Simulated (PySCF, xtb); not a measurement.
BrSi, SMILES [Si]Br (connectivity only; charge and spin as stated), neutral, multiplicity 2. Atoms are numbered in the order given.

```xyz
2

Si     0.0000     0.0000    -1.6088
Br     0.0000     0.0000     0.6435
```
Charge 0, spin multiplicity 2.

Coordinates come from a B3LYP-D3(BJ)/def2-TZVP optimisation.

Level of theory: IEF-PCM-PBE0/def2-TZVPD (PySCF 2.14.0).

The values are the electrostatic part of the solvation free energy, E(continuum) − E(gas) at the gas-phase geometry, in a cavity of scaled van der Waals radii (PySCF's table); cavitation and dispersion terms are not included. The dipole moment in vacuum is 0.89 D.

Computed values in water (ε = 78.36), 1-octanol (ε = 9.86), benzene (ε = 2.27):
| solvent | ε | ΔG(elec) (kcal/mol) | dipole (D) |
|---|---|---|---|
| water | 78.36 | -1.1 | 1.28 |
| 1-octanol | 9.86 | -1.0 | 1.22 |
| benzene | 2.27 | -0.5 | 1.06 |

For comparison, GFN2-xTB/ALPB(water) (xtb, at the GFN2-xTB geometry, all terms of that model) gives -0.3 kcal/mol.
